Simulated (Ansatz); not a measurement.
Program: Ansatz. Geometries: PBE0-D4/def2-TZVP. ΔE: electronic, gas phase. CCSD(T)/CBS adds triple-zeta CCSD(T) − MP2 to the extrapolated MP2 energy (def2 sets, frozen cores). This one scheme is used for every species. Double bonds are as drawn, so ΔE can hold a change between cis and trans. Functionals use def2-TZVPP. B3LYP here is the variant with VWN-RPA as its local correlation; programs differ in this. Each species was taken in one conformer, which may not be the lowest.

`O/C=C/[SiH2]Cl` + `BNCC` → `CCN[SiH2]Cl` + `B/C=C/O`  (redistribution)

`O/C=C/[SiH2]Cl`:

Z-matrix (Å, degrees):
```
Si
Cl 1 2.066
C 1 1.828 2 111.6
H 1 1.482 2 105.6 3 -122.5
H 1 1.485 2 107.5 3 119.5
C 3 1.333 1 120.2 2 112.9
H 3 1.087 1 121.7 2 -67.2
O 6 1.347 3 122.8 1 179.4
H 6 1.089 3 121.7 1 -0.5
H 8 0.960 6 110.1 3 179.8
```

`BNCC`:

```xyz
12

B    -0.142    1.222    1.588
N     0.387    0.751    0.400
C     0.407   -0.620   -0.066
C    -0.389   -0.815   -1.342
H    -0.092    2.395    1.820
H    -0.634    0.441    2.353
H     0.795    1.405   -0.252
H     0.000   -1.240    0.735
H     1.443   -0.942   -0.224
H     0.004   -0.194   -2.152
H    -0.343   -1.856   -1.671
H    -1.436   -0.546   -1.189
```

`CCN[SiH2]Cl`:

Z-matrix (Å, degrees):
```
C
C 1 1.519
H 1 1.092 2 110.9
H 1 1.094 2 110.8 3 -119.8
H 1 1.093 2 110.8 3 120.6
N 2 1.453 1 113.9 3 59.8
H 2 1.095 1 109.7 3 -61.0
H 2 1.096 1 109.9 3 -177.3
Si 6 1.696 2 124.5 1 -95.7
H 6 1.009 2 113.5 1 61.1
Cl 9 2.077 6 115.2 2 70.6
H 9 1.479 6 108.2 2 -170.8
H 9 1.480 6 108.8 2 -46.7
```

`B/C=C/O`:

Cartesian coordinates in Å:
```
B 0.832 0.535 1.240
C 0.430 -0.211 -0.009
C -0.801 -0.012 -0.523
O -1.323 -0.579 -1.608
H 0.046 1.288 1.746
H 1.911 0.397 1.738
H 1.089 -0.910 -0.525
H -1.508 0.670 -0.060
H -0.676 -1.179 -1.999
```

| level | ΔE (kJ/mol) | difference from CCSD(T)/CBS |
| --- | --- | --- |
| PBE-D4 | 49.1 | 0.5 |
| r2SCAN-D4 | 44.9 | -3.7 |
| B3LYP-D4 | 44.9 | -3.7 |
| ωB97X-V | 46.4 | -2.2 |
| ωB97M-V | 47.1 | -1.5 |
| B2PLYP | 47.2 | -1.4 |
| PBE | 51.2 | 2.6 |
| r2SCAN | 45.6 | -3.0 |
| PBE0 | 49.4 | 0.8 |
| HF/def2-TZVPP | 38.1 | -10.5 |
| MP2/def2-TZVPP | 47.0 | -1.6 |
| SCS-MP2/def2-TZVPP | 47.4 | -1.2 |
| HF/def2-QZVPP | 38.1 | -10.5 |
| MP2/def2-QZVPP | 46.6 | -2.0 |
| HF/CBS(def2) | 38.1 | -10.5 |
| CCSD/CBS(def2) | 47.8 | -0.8 |
| CCSD(T)/CBS | 48.6 | 0 |

Largest T1 diagnostic among the species: 0.013.

The D4 term adds −3.4 kJ/mol with B3LYP and −2.0 kJ/mol with PBE0; it sums over pairs of atoms, weighted by their polarisabilities, and B3LYP, whose exchange is more repulsive, gets the larger term. In def2-TZVPP, CCSD(T) changes the Hartree–Fock value by +11.2 kJ/mol (the triples alone add +0.8 kJ/mol) and MP2 by +8.8 kJ/mol.
